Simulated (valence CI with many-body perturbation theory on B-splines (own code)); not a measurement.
**E1 transitions of Bi77+**

Level of theory: configuration interaction combined with many-body perturbation theory (CI+MBPT): four valence electrons over a frozen Dirac-Fock core [He], radial functions for each j: 11 s, 11 p, 9 d, 7 f, 5 g, 2 h, 1 i, with the one-electron correlation potential Σ1, the two-electron term Σ2, the three-electron term Σ3, Breit, model QED; selected CI, second order for the rest (own B-spline code, finite nucleus).

No measured spectrum was set against this ion. As an estimate, large intervals hold to a few tenths of a per cent, small ones and those within an open d or f shell to about a per cent. Among the levels kept, up to 280 cm⁻¹ of a level comes from second order outside the variational space, and about a tenth of that is noise between levels of different J, which matters for small intervals.

Lines 1 to 50 of 240 in falling wavelength, among levels below 1294.0 Ry, chosen from the strongest by gf and those to the six lowest levels. Wavelengths and rates use the calculated energies. Electric multipoles are in the length gauge, E1 and E2 with the static RPA response of the core. Weak lines are less certain than strong ones. Lines between different terms over intervals too small for the method are left out, as are lines whose strength nearly cancels. The highest levels of a list are the least certain.

Levels are named by their leading jj configuration (3d3/2^4 stands for four electrons in 3d with j = 3/2), which in mixed levels can hold well under half, so a name can repeat and another be missing. Letters in brackets count levels of one name in rising energy.

```csv
λ vac (Å),Upper,Lower,A (s⁻¹),S (a.u.)
47.42,(2s 2p1/2 2p3/2 3d5/2) J=5,(2s 2p1/2 2p3/2 3p3/2) J=4,1.19e+11,6.87e-02
46.81,(2s 2p1/2^2 3d5/2) J=3,(2s 2p1/2^2 3p3/2) J=2,1.34e+11,4.73e-02
46.52,(2s^2 2p3/2 3d5/2) J=4,(2s^2 2p3/2 3p3/2) J=3,6.05e+10,2.70e-02
46.33,(2s 2p1/2 2p3/2 3d5/2) J=4,(2s 2p1/2 2p3/2 3p3/2) J=3 [a],1.27e+11,5.59e-02
45.35,(2s 2p1/2 2p3/2 3d5/2) J=3 [a],(2s 2p1/2 2p3/2 3p3/2) J=2 [a],8.08e+10,2.60e-02
44.99,(2s^2 2p1/2 3d5/2) J=3,(2s^2 2p1/2 3p3/2) J=2,1.38e+11,4.34e-02
44.45,(2s 2p1/2^2 3d5/2) J=2,(2s 2p1/2^2 3p3/2) J=1,1.36e+11,2.94e-02
43.72,(2s 2p1/2 2p3/2^2) J=2 [a],(2s^2 2p3/2^2) J=2,3.52e+09,7.25e-04
42.31,(2s 2p1/2 2p3/2 3p3/2) J=4,(2s^2 2p3/2 3p3/2) J=3,1.03e+11,3.45e-02
37.58,(2s 2p1/2 2p3/2^2) J=3,(2s^2 2p3/2^2) J=2,2.00e+10,3.67e-03
35.46,(2s 2p1/2^2 2p3/2) J=2,(2s^2 2p1/2 2p3/2) J=2,2.01e+10,2.21e-03
33.73,(2s 2p1/2^2 2p3/2) J=2,(2s^2 2p1/2 2p3/2) J=1,2.53e+10,2.39e-03
28.50,(2s 2p1/2 2p3/2^2) J=1 [a],(2s^2 2p3/2^2) J=2,4.15e+10,1.42e-03
28.02,(2s 2p1/2 2p3/2^2) J=2 [b],(2s^2 2p3/2^2) J=2,3.28e+10,1.78e-03
27.39,(2s 2p1/2^2 2p3/2) J=1,(2s^2 2p1/2 2p3/2) J=2,7.49e+10,2.28e-03
26.35,(2s 2p1/2^2 2p3/2) J=1,(2s^2 2p1/2 2p3/2) J=1,1.65e+10,4.47e-04
15.93,(2s 2p1/2 2p3/2 3d3/2) J=3 [b],(2s 2p1/2 2p3/2 3p1/2) J=2 [b],1.28e+12,1.79e-02
15.87,(2s 2p1/2 2p3/2 3d3/2) J=2 [d],(2s 2p1/2 2p3/2 3p1/2) J=1 [c],1.73e+12,1.71e-02
15.79,(2s^2 2p1/2 3d3/2) J=1,(2s^2 2p1/2 3p1/2) J=0,1.71e+12,9.99e-03
15.76,(2s 2p1/2 2p3/2 3d3/2) J=2 [b],(2s 2p1/2 2p3/2 3p1/2) J=2 [b],1.83e+12,1.77e-02
15.54,(2s 2p1/2 2p3/2 3d3/2) J=1 [b],(2s 2p1/2 2p3/2 3p1/2) J=2 [b],2.45e+12,1.36e-02
15.42,(2s^2 2p3/2 3d3/2) J=2,(2s^2 2p3/2 3p1/2) J=2,1.35e+12,1.22e-02
15.40,(2s^2 2p3/2 3d3/2) J=2,(2s^2 2p3/2 3p1/2) J=1,1.39e+12,1.26e-02
15.39,(2s 2p1/2 2p3/2 3d3/2) J=2 [a],(2s 2p1/2 2p3/2 3p1/2) J=2 [a],1.37e+12,1.23e-02
15.35,(2s 2p1/2^2 3d3/2) J=1,(2s 2p1/2^2 3p1/2) J=0,1.91e+12,1.03e-02
15.28,(2s 2p1/2 2p3/2 3p3/2) J=1 [a],(2s 2p1/2 2p3/2 3s) J=1 [a],3.30e+12,1.74e-02
15.28,(2s 2p1/2^2 3p3/2) J=1,(2s 2p1/2^2 3s) J=0,2.81e+12,1.49e-02
15.25,(2s 2p1/2 2p3/2 3d3/2) J=2 [c],(2s 2p1/2 2p3/2 3p1/2) J=1 [b],2.04e+12,1.79e-02
15.25,(2s^2 2p3/2 3d5/2) J=4,(2s 2p1/2 2p3/2 3s) J=3,1.21e+12,1.92e-02
15.25,(2s^2 2p3/2 3d3/2) J=3,(2s^2 2p3/2 3p1/2) J=2,2.85e+12,3.49e-02
15.21,(2s 2p1/2 2p3/2 3d3/2) J=3 [c],(2s 2p1/2 2p3/2 3p1/2) J=2 [c],2.87e+12,3.49e-02
15.21,(2s 2p1/2^2 3d3/2) J=2,(2s 2p1/2^2 3p1/2) J=1,2.84e+12,2.47e-02
15.19,(2s 2p1/2 2p3/2 3d3/2) J=3 [a],(2s 2p1/2 2p3/2 3p1/2) J=2 [a],2.60e+12,3.14e-02
15.18,(2s 2p1/2 2p3/2 3d3/2) J=2 [a],(2s 2p1/2 2p3/2 3p1/2) J=1 [a],1.44e+12,1.24e-02
15.18,(2s^2 2p1/2 3d3/2) J=2,(2s^2 2p1/2 3p1/2) J=1,2.88e+12,2.48e-02
15.14,(2s 2p1/2 2p3/2 3d3/2) J=4,(2s 2p1/2 2p3/2 3p1/2) J=3,2.86e+12,4.41e-02
15.13,(2s^2 2p3/2 3d3/2) J=1,(2s^2 2p3/2 3p1/2) J=1,2.39e+12,1.23e-02
15.12,(2s 2p1/2 2p3/2 3p3/2) J=2 [b],(2s 2p1/2 2p3/2 3s) J=2 [b],2.79e+12,2.38e-02
15.11,(2s^2 2p3/2 3p3/2) J=1,(2s^2 2p3/2 3s) J=1,3.58e+12,1.83e-02
15.10,(2s 2p1/2 2p3/2 3d3/2) J=1 [a],(2s 2p1/2 2p3/2 3p1/2) J=1 [a],2.47e+12,1.26e-02
15.07,(2s 2p1/2 2p3/2 3p3/2) J=2 [c],(2s 2p1/2 2p3/2 3s) J=1 [c],3.75e+12,3.17e-02
15.06,(2s 2p1/2 2p3/2 3d3/2) J=1 [c],(2s 2p1/2 2p3/2 3p1/2) J=0,1.94e+12,9.80e-03
15.06,(2s 2p1/2 2p3/2 3p3/2) J=3 [c],(2s 2p1/2 2p3/2 3s) J=2 [c],3.80e+12,4.48e-02
14.99,(2s 2p1/2 2p3/2 3p3/2) J=2 [a],(2s 2p1/2 2p3/2 3s) J=1 [a],1.70e+12,1.42e-02
14.97,(2s 2p1/2 2p3/2 3d3/2) J=3 [b],(2s 2p1/2 2p3/2 3p1/2) J=3,1.46e+12,1.70e-02
14.93,(2s^2 2p3/2 3p3/2) J=3,(2s^2 2p3/2 3s) J=2,4.54e+12,5.22e-02
14.90,(2s 2p1/2 2p3/2 3p3/2) J=3 [a],(2s 2p1/2 2p3/2 3s) J=2 [a],4.49e+12,5.13e-02
14.83,(2s 2p1/2 2p3/2 3p3/2) J=3 [b],(2s 2p1/2 2p3/2 3s) J=2 [b],1.39e+12,1.57e-02
14.78,(2s 2p1/2 2p3/2 3p3/2) J=1 [b],(2s 2p1/2 2p3/2 3s) J=2 [b],2.31e+12,1.10e-02
14.77,(2s 2p1/2 2p3/2 3p3/2) J=4,(2s 2p1/2 2p3/2 3s) J=3,3.25e+12,4.65e-02
```
